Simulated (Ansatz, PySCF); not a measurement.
Si(Cl)2(Me)(SH) (CH4Cl2SSi), SMILES C[Si](S)(Cl)Cl. Atoms are numbered in the order given.

```xyz
9

C     -1.6410    -1.3375     0.1567
Si    -0.2045    -0.1739     0.0226
S      1.5835    -1.0750    -0.7047
Cl    -0.6265     1.3148    -1.3341
Cl     0.1092     0.6818     1.8762
H     -1.4198    -2.1380     0.8791
H     -2.5346    -0.7950     0.5002
H     -1.8494    -1.7909    -0.8235
H      1.6780    -1.9282     0.3407
```
Charge 0, spin multiplicity 1.

Geometry: PBE0-D3(BJ)/def2-SVP. Other conformers were not sampled.

Two levels are set side by side: PBE-D3(BJ)/def2-SVP (Ansatz, an electronic-structure program) and PBE0-D3(BJ)/def2-SVP (Ansatz). Each level has its own optimised geometry; the coordinates shown are those of the second. Frequencies come from the Hessian of PySCF at each geometry. Differences are taken from unrounded values.

| quantity | PBE0-D3(BJ) |
|---|---|
| mean bond length (Å) | 1.595 |
| bond C1–Si2 (Å) | 1.854 |
| bond Si2–S3 (Å) | 2.130 |
| bond Si2–Cl4 (Å) | 2.058 |
| bond Si2–Cl5 (Å) | 2.066 |
| bond C1–H6 (Å) | 1.101 |
| bond C1–H7 (Å) | 1.100 |
| bond C1–H8 (Å) | 1.100 |
| bond S3–H9 (Å) | 1.353 |
| highest harmonic wavenumber (cm⁻¹) | 3183 |
| mean harmonic wavenumber (cm⁻¹) | 1057 |
| zero-point energy (kcal/mol) | 31.74 |

### Question
What does PBE-D3(BJ) give, and how far is it from PBE0-D3(BJ)? (The exact figures need the calculation; the answer reports its results.)

### Answer

```json
[
 {"quantity": "mean bond length (Å)", "PBE-D3(BJ)": "1.607", "PBE-D3(BJ) minus PBE0-D3(BJ)": "0.012"},
 {"quantity": "bond C1–Si2 (Å)", "PBE-D3(BJ)": "1.867", "PBE-D3(BJ) minus PBE0-D3(BJ)": "0.013"},
 {"quantity": "bond Si2–S3 (Å)", "PBE-D3(BJ)": "2.147", "PBE-D3(BJ) minus PBE0-D3(BJ)": "0.017"},
 {"quantity": "bond Si2–Cl4 (Å)", "PBE-D3(BJ)": "2.074", "PBE-D3(BJ) minus PBE0-D3(BJ)": "0.016"},
 {"quantity": "bond Si2–Cl5 (Å)", "PBE-D3(BJ)": "2.082", "PBE-D3(BJ) minus PBE0-D3(BJ)": "0.017"},
 {"quantity": "bond C1–H6 (Å)", "PBE-D3(BJ)": "1.109", "PBE-D3(BJ) minus PBE0-D3(BJ)": "0.008"},
 {"quantity": "bond C1–H7 (Å)", "PBE-D3(BJ)": "1.108", "PBE-D3(BJ) minus PBE0-D3(BJ)": "0.008"},
 {"quantity": "bond C1–H8 (Å)", "PBE-D3(BJ)": "1.108", "PBE-D3(BJ) minus PBE0-D3(BJ)": "0.008"},
 {"quantity": "bond S3–H9 (Å)", "PBE-D3(BJ)": "1.364", "PBE-D3(BJ) minus PBE0-D3(BJ)": "0.012"},
 {"quantity": "highest harmonic wavenumber (cm⁻¹)", "PBE-D3(BJ)": "3096", "PBE-D3(BJ) minus PBE0-D3(BJ)": "-87"},
 {"quantity": "mean harmonic wavenumber (cm⁻¹)", "PBE-D3(BJ)": "1023", "PBE-D3(BJ) minus PBE0-D3(BJ)": "-34"},
 {"quantity": "zero-point energy (kcal/mol)", "PBE-D3(BJ)": "30.72", "PBE-D3(BJ) minus PBE0-D3(BJ)": "-1.02"}
]
```

GGA bonds tend to be longer and softer than those of functionals with exact exchange. Differences between two approximate levels are no errors against the true value.
